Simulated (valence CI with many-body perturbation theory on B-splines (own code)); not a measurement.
Results of a calculation; reference values are marked as such.
Nb35+: what the settings do

Level of theory: valence CI with perturbative core correlation (CI+MBPT): four valence electrons over a frozen Dirac-Fock core [He], a basis of 6 s, 6 p, 5 d, 3 f, 1 g functions for each j, with the one-electron correlation potential Σ1 (screened to all orders), the two-electron term Σ2, the three-electron term Σ3, Breit, model QED; selected single and double excitations, second order for the rest, scaled by the run's own slope (own B-spline code, finite nucleus).

No measured spectrum was set against this ion. As an estimate, large intervals hold to a few tenths of a per cent, small ones and those within an open d or f shell to about a per cent.

The reference run has the lowest level (2s^2 2p1/2^2) J=0 and an ionisation energy of 4822.88 eV. Its largest variational space holds 11400 state functions.

Levels are named by their leading jj configuration (3d3/2^4 stands for four electrons in 3d with j = 3/2), which in mixed levels can hold well under half, so a name can repeat and another be missing. Letters in brackets count levels of one name in rising energy.

Changed runs:
A. scale of Σ1 1 → 0.8
B. correlating orbitals by l 3 3 3 2 1 → 1 5 2 1 0
C. highest l in the core sums 6 → 5; core polarisation of operators on → off
D. correlating orbitals by l 3 3 3 2 1 → 0 0 0 0 0 (bad on purpose)

Excitation energies of the reference run in cm⁻¹, and shifts in cm⁻¹:

| Level | Reference | A | B | C | D |
| --- | --- | --- | --- | --- | --- |
| (2s^2 2p1/2 2p3/2) J=1 | 744385 | -80 | -130 | +0.4 | -519 |
| (2s^2 2p1/2 2p3/2) J=2 | 841325 | -82 | +45 | +0.4 | +882 |
| (2s^2 2p3/2^2) J=2 | 1653830 | -156 | -16 | +0.8 | +392 |
| (2s 2p1/2^2 2p3/2) J=2 | 1723130 | +251 | -372 | -3.3 | -3097 |
| (2s^2 2p3/2^2) J=0 | 1880980 | -155 | +217 | +0.7 | +603 |
| (2s 2p1/2^2 2p3/2) J=1 | 2107310 | +254 | +148 | -3.4 | +3566 |
| (2s 2p1/2 2p3/2^2) J=2 [a] | 2467810 | +189 | -215 | -3.0 | -1157 |
| (2s 2p1/2 2p3/2^2) J=3 | 2653940 | +182 | -34 | -3.0 | +1155 |
| (2s 2p1/2 2p3/2^2) J=0 | 2856190 | +179 | +156 | -3.0 | +2204 |
| (2s 2p1/2 2p3/2^2) J=1 [a] | 2924650 | +178 | +92 | -3.0 | +3101 |
| (2s 2p1/2 2p3/2^2) J=2 [b] | 3000330 | +178 | +226 | -3.0 | +5076 |
| (2s 2p1/2 2p3/2^2) J=1 [b] | 3058180 | +186 | +258 | -3.0 | +5527 |
| Ionisation energy (eV) | 4822.88 | -0.07 | -0.05 | +0.00053 | -0.61 |
